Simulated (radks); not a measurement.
The numbers below are computed, except where a source is named.
Problem. The table gives one normalised radial function P(r) = r R(r) of Sb in [Kr] 4d10 5s2 5p3 (r in bohr). Level of theory: scalar-relativistic Kohn-Sham, PBE, spin-polarised, spherical densities, point nucleus; open shells are filled with parallel spins first (spin-orbit coupling, left out, can overturn this in heavy ions); hard spherical wall at 2.5 bohr (a radial shooting solver on a logarithmic mesh with Libxc functionals).

r,P
0.003428,0.0092
0.004953,0.0175
0.007214,0.0334
0.01051,0.0626
0.01518,0.1120
0.02211,0.1920
0.0322,0.3022
0.04653,0.4121
0.06777,0.4445
0.0987,0.2664
0.1426,-0.1649
0.2077,-0.6197
0.3025,-0.5385
0.437,0.2652
0.6365,1.1107
0.9271,1.1261
1.339,0.5753
1.951,0.1432

Which n and l does it have? It may be an empty orbital.

Solution. n = 4, l = 1: the number of nodes gives n - l - 1 = 2, the rise at small r (about r^(l+1), flatter next to the nucleus through relativity) gives l, and the extent must fit the shell. The curve is that of 4p down; the table hardly tells the two spins apart. 4p down: eigenvalue -71.093 eV, 2 radial nodes at r = 0.126, 0.395 bohr, <r> = 0.864 bohr, 90 % of the charge inside 1.27 bohr.
